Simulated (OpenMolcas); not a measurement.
## CH2BF3O (SMILES OC(F)B(F)F): the dipole moment, rung by rung

CH2BF3O: 8 atoms, total charge 0, spin state singlet. As SMILES, `OC(F)B(F)F`. The shape is that of a PBE0-D4/def2-TZVP optimisation. This is one conformer, not always the lowest.

```xyz
8

O    -0.1973   -1.3239    0.4662
C     0.4465   -0.1641    0.0864
F     1.1667    0.3628    1.1467
B    -0.6735    0.8660   -0.3922
F    -1.2580    0.6891   -1.5560
F    -1.0230    1.8983    0.3330
H     0.4454   -2.0331    0.5664
H     1.1854   -0.3522   -0.7062
```

Quantity: the dipole moment, in D. The values are calculated.

| level | kind | program | value (D) | CPU time |
| --- | --- | --- | --- | --- |
| BLYP/def2-SVP | GGA | OpenMolcas | 2.20 | 32 s |
| revPBE/def2-SVP | GGA | OpenMolcas | 2.20 | 32 s |
| M06-L/def2-SVP | meta-GGA | OpenMolcas | 2.32 | 38 s |
| TPSS/def2-SVP | meta-GGA | OpenMolcas | 2.24 | 43 s |
| r2SCAN/def2-SVP | meta-GGA | OpenMolcas | 2.35 | 38 s |
| BHLYP/def2-SVP | global hybrid | OpenMolcas | 2.53 | 28 s |
| M06-2X/def2-SVP | hybrid meta-GGA | OpenMolcas | 2.45 | 37 s |
| PBE0/def2-SVP | global hybrid | OpenMolcas | 2.41 | 30 s |

The values span 2.20 to 2.53 D. Magnitudes only. Times are those of the runs behind each value, whatever else they computed, on shared processors of several kinds: orders of magnitude only.
